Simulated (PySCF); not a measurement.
(1S)-2,2-difluorocyclopropan-1-ol (C3H4F2O), SMILES O[C@H]1CC1(F)F.

The structure is a stationary point at B3LYP-D3(BJ)/def2-SVP. One conformer was computed; it need not be the lowest.

Method: SMD-PBE0/6-31G* in PySCF.

Solvation free energies are E(SMD) − E(gas) at the gas-phase geometry, for 1 M in both phases. In vacuum the dipole moment is 0.67 D.

Problem. Rank water, N,N-dimethylformamide, acetone by solvation free energy, most negative first.

Solution. acetone (-5.1 kcal/mol), N,N-dimethylformamide (-4.5 kcal/mol), water (-3.9 kcal/mol)
